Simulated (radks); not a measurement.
Question: Eu III, configuration [Xe] 4f7. Calculated with a radial shooting solver on a logarithmic mesh with Libxc functionals: scalar-relativistic Kohn-Sham, LB94 model potential, spin-polarised, spherical densities, finite nucleus; open shells are filled with parallel spins first (spin-orbit coupling, left out, can overturn this in heavy ions); Fermi nuclear charge, rms radius 5.1115 fm. Some entries of the table are withheld. Estimate them.

orbital,occ.,eigenvalue (eV),<r> (bohr),<r^2> (bohr^2)
1s up,1,-48570.10,0.02229,0.0006773
1s down,1,-48570.10,0.02229,0.0006773
2s down,1,-8006.483,0.09494,0.01064
2s up,1,-8006.416,0.09494,0.01064
2p down,3,-7141.810,0.08370,0.008549
2p up,3,-7141.765,0.08370,0.008549
3s down,1,-1783.861,0.2492,0.07086
3s up,1,-1783.659,0.2493,0.07093
3p down,3,-1514.082,0.2474,0.07089
3p up,3,-1513.946,0.2476,0.07098
3d down,5,-1152.205,0.2252,0.05960
3d up,5,-1152.077,0.2254,0.05969
4s up,1,-369.2401,0.5670,0.3629
4s down,1,-365.4339,0.5670,0.3628
4p up,3,-281.0320,0.6006,0.4102
4p down,3,-277.2555,0.6006,0.4101
4d up,5,(1),(2),0.4975
4d down,5,(3),(4),0.4970
5s up,1,-66.4778,1.366,2.101
5s down,1,-63.0777,1.384,2.162
5p up,3,-45.0477,1.602,(5)
5p down,3,-42.2695,1.643,(6)
4f up,7,-25.6833,0.9159,1.110
4f down,0,-22.1965,0.9436,1.209

Answer: 
(1) 4d up eigenvalue (eV): -157.9475
(2) 4d up <r> (bohr): 0.6549
(3) 4d down eigenvalue (eV): -154.1953
(4) 4d down <r> (bohr): 0.6546
(5) 5p up <r^2> (bohr^2): 2.910
(6) 5p down <r^2> (bohr^2): 3.070
